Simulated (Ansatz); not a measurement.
Mulliken charges of AlFH₃NTe, SMILES `[NH2][Al]([F])[TeH]` from ωB97M-V/def2-TZVPP in Ansatz (PBE0-D4/def2-TZVP geometry).

| atom | x (Å) | y (Å) | z (Å) | charge (e) |
| --- | --- | --- | --- | --- |
| N1 | -0.734 | 0.872 | 1.040 | -0.363 |
| Al2 | 0.355 | -0.038 | 0.009 | 0.618 |
| F3 | 1.974 | 0.033 | 0.313 | -0.345 |
| Te4 | -0.469 | -1.447 | -1.910 | -0.154 |
| H5 | -0.434 | 1.438 | 1.817 | 0.118 |
| H6 | -1.735 | 0.907 | 0.941 | 0.109 |
| H7 | 1.105 | -1.833 | -2.254 | 0.017 |

Task: By hand: the dipole of these point charges (1 e Å = 4.8032 D).

Result: Σ q r = (-0.345, 0.109, 0.093) e Å, of length 0.374 e Å = 1.80 D.

Task: How does the dipole of the full density compare? (Best estimate.)

Result: Ansatz gave: (-0.349, 0.155, 0.152) e Å, 1.97 D; the point charges give 0.91 times that, at 9° from its direction.

Point charges leave out the atoms' own dipoles, such as those of lone pairs, and Mulliken's split depends on the basis, so the close match here is no proof of good charges.
